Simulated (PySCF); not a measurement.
F2H3N2Nb, SMILES [NH]=[Nb]([F])([NH2])[F], multiplicity 1.

Geometry optimised at PBE0-D3(BJ)/def2-SVP. The spin state was assumed, not searched. The def2 effective core potentials stand for the cores of Nb; spin–orbit coupling is left out. The values are those of a single conformer.

The numbers are results of TDDFT-ωB97X/def2-SVPD (PySCF), not measurements.

Vertical excitations.  State labels are in the subgroup Cs.

```
state  symmetry  energy (eV)  λ (nm)      f                                                                 main pairs
-----  --------  -----------  ------  -----  -------------------------------------------------------------------------
S1           A"         5.16     240  0.001                                           HOMO→LUMO 73 %, HOMO−1→LUMO 16 %
S2           A'         5.65     220  0.002                                         HOMO−2→LUMO 54 %, HOMO→LUMO+1 33 %
S3           A"         5.80     214  0.004                       HOMO−2→LUMO+1 69 %, HOMO−1→LUMO 14 %, HOMO→LUMO 13 %
S4           A"         5.94     209  0.005                                       HOMO−1→LUMO 67 %, HOMO−2→LUMO+1 23 %
S5           A'         6.16     201  0.032  HOMO→LUMO+1 45 %, HOMO−2→LUMO 26 %, HOMO−2→LUMO+3 10 %, HOMO−2→LUMO+4 8 %
S6           A"         6.51     190  0.019                     HOMO→LUMO+3 52 %, HOMO−1→LUMO+3 16 %, HOMO→LUMO+2 11 %
S7           A'         6.67     186  0.011                                     HOMO−2→LUMO+3 57 %, HOMO−2→LUMO+2 19 %
S8           A"         6.82     182  0.005                     HOMO→LUMO+4 47 %, HOMO→LUMO+7 15 %, HOMO−1→LUMO+4 11 %
S9           A'         6.89     180  0.156                                       HOMO−1→LUMO+1 75 %, HOMO→LUMO+1 13 %
S10          A"         6.99     177  0.001                                       HOMO−1→LUMO+3 64 %, HOMO→LUMO+3 18 %
T1           A'         4.67     266      0                                                           HOMO−2→LUMO 73 %
T2           A"         4.89     254      0                                           HOMO→LUMO 66 %, HOMO−1→LUMO 19 %
T3           A'         5.19     239      0                     HOMO→LUMO+1 57 %, HOMO−1→LUMO+1 20 %, HOMO−2→LUMO 10 %
T4           A'         5.40     229      0                                       HOMO−1→LUMO+1 69 %, HOMO→LUMO+1 26 %
```
Triplets are in the Tamm–Dancoff approximation, which puts them higher than full response would, so one can lie above its singlet here.
